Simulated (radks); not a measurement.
Species: the rhenium ion Re14+. Configuration: [Kr] 4d10 4f13 5s2 (the NIST ground configuration). All-electron calculation, scalar-relativistic Kohn-Sham, r2SCAN, spin-polarised, spherical densities, finite nucleus; open shells are filled with parallel spins first (spin-orbit coupling, left out, can overturn this in heavy ions); meta-GGA in the generalised Kohn-Sham scheme; Fermi nuclear charge, rms radius 5.3698 fm. Program: a radial shooting solver on a logarithmic mesh with Libxc functionals.

X-ray form factor f0, the Fourier transform of the density (f0(0) = 61):

| sin(theta)/lambda (1/angstrom) | f0 (electrons) |
|---|---|
| 0.05 | 60.782 |
| 0.1 | 60.137 |
| 0.15 | 59.091 |
| 0.2 | 57.685 |
| 0.25 | 55.970 |
| 0.3 | 54.006 |
| 0.4 | 49.578 |
| 0.5 | 44.868 |
| 0.6 | 40.248 |
| 0.8 | 32.142 |
| 1 | 26.013 |
| 1.25 | 20.865 |
| 1.5 | 17.682 |
| 2 | 14.003 |
